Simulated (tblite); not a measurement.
Species: C2H6F2SeSi2.
Numbering: `[F:1]/[CH:2]=[C:3](/[F:4])[SiH2:5][Se:6][SiH3:7]` (hydrogens: H8 on C2; H9, H10 on Si5; H11, H12, H13 on Si7)

Computed with GFN2-xTB (tblite), gas phase: L-BFGS steps from a force-field or distance-geometry start until the largest atomic force falls under 0.01 eV/Å.

The end geometry, which sets the zero of energy:
```
atom  x, y, z in Å
F1     -0.5572   -0.4383    1.8107
C2     -1.5303    0.2217    1.1599
C3     -1.6596    0.0656   -0.1480
F4     -2.6495    0.7494   -0.7560
Si5    -0.5717   -1.0227   -1.2659
Se6     1.3704    0.0439   -1.7727
Si7     2.2094    0.6544    0.2856
H8     -2.1349    0.8386    1.8095
H9     -0.3032   -2.2527   -0.5266
H10    -1.2839   -1.1863   -2.5233
H11     2.2858   -0.5440    1.1091
H12     3.5110    1.2143   -0.0471
H13     1.3094    1.6566    0.8471
```

Task: These geometries come from the run, each turned onto the end geometry. Order them by energy, lowest first.
A.
```
atom  x, y, z in Å
F1     -0.8953   -0.5559    1.8957
C2     -1.6425    0.2707    1.1464
C3     -1.6281    0.1576   -0.1721
F4     -2.4048    1.0128   -0.8693
Si5    -0.5980   -1.0600   -1.2051
Se6     1.4108   -0.1311   -1.7419
Si7     2.2955    0.6011    0.2533
H8     -2.2173    0.9738    1.7330
H9     -0.4209   -2.2663   -0.4054
H10    -1.2937   -1.2391   -2.4701
H11     3.0314   -0.5080    0.8484
H12     3.1610    1.7054   -0.1349
H13     1.1977    1.0396    1.1044
```
B.
```
atom  x, y, z in Å
F1     -0.5758   -0.4331    1.8297
C2     -1.5369    0.2267    1.1623
C3     -1.6450    0.0757   -0.1498
F4     -2.6117    0.7832   -0.7706
Si5    -0.5675   -1.0302   -1.2603
Se6     1.3795    0.0225   -1.7794
Si7     2.2150    0.6494    0.2765
H8     -2.1514    0.8442    1.8017
H9     -0.3441   -2.2544   -0.4963
H10    -1.2681   -1.1895   -2.5252
H11     2.3502   -0.5662    1.0726
H12     3.4792    1.2913   -0.0687
H13     1.2724    1.5809    0.8898
```
C.
```
atom  x, y, z in Å
F1     -1.6129   -0.8526    1.9216
C2     -2.0347    0.1518    1.1439
C3     -1.6831    0.1961   -0.1312
F4     -2.1400    1.2454   -0.8449
Si5    -0.6147   -1.0525   -1.0845
Se6     1.4381   -0.2575   -1.6087
Si7     2.5886    0.6674    0.1559
H8     -2.6541    0.8662    1.6696
H9     -0.5223   -2.2257   -0.2283
H10    -1.2198   -1.2677   -2.3934
H11     3.6179   -0.3012    0.5372
H12     3.1575    1.8869   -0.4175
H13     1.6752    0.9440    1.2626
```
D.
```
atom  x, y, z in Å
F1     -1.5086   -0.8099    1.9505
C2     -1.9196    0.1900    1.1606
C3     -1.5587    0.2408   -0.1117
F4     -2.0295    1.2845   -0.8267
Si5    -0.5531   -1.0333   -1.0957
Se6     1.4362   -0.1778   -1.7908
Si7     2.4391    0.6097    0.1325
H8     -2.5614    0.8984    1.6645
H9     -0.3318   -2.1737   -0.2142
H10    -1.3020   -1.3106   -2.3164
H11     3.4118   -0.3920    0.5565
H12     3.0759    1.8594   -0.2605
H13     1.3972    0.8148    1.1338
```
E.
```
atom  x, y, z in Å
F1     -0.6385   -0.4790    1.8370
C2     -1.5435    0.2445    1.1551
C3     -1.6329    0.1110   -0.1590
F4     -2.5625    0.8532   -0.7897
Si5    -0.5726   -1.0350   -1.2435
Se6     1.3794    0.0001   -1.7769
Si7     2.2171    0.6345    0.2693
H8     -2.1439    0.8860    1.7847
H9     -0.3634   -2.2508   -0.4610
H10    -1.2592   -1.2282   -2.5100
H11     2.5045   -0.5905    1.0141
H12     3.4047    1.4056   -0.0730
H13     1.2064    1.4491    0.9351
```

Result: B (0.004 eV), E (0.009 eV), A (0.028 eV), D (0.051 eV), C (0.091 eV).

In the order of the answer:

```tsv
step	E above end (eV)	largest force (eV/Å)	rms force component (eV/Å)	rms distance from end (Å)	rms bond change (Å)	bond most changed (Å)
119	0.004	0.09	0.032	0.048	0.002	Si7–H12 +0.004
114	0.009	0.11	0.032	0.129	0.002	Si7–H11 +0.006
96	0.028	0.04	0.011	0.380	0.002	Si5–Se6 +0.004
41	0.051	0.08	0.029	0.651	0.003	F1–C2 -0.005
16	0.091	0.22	0.060	0.710	0.005	Si5–Se6 -0.010
```

The cost below is that of the whole relaxation. The run took 2.9 s on AMD EPYC, one thread, shared host with 64 logical CPUs at a one-minute load of 59.
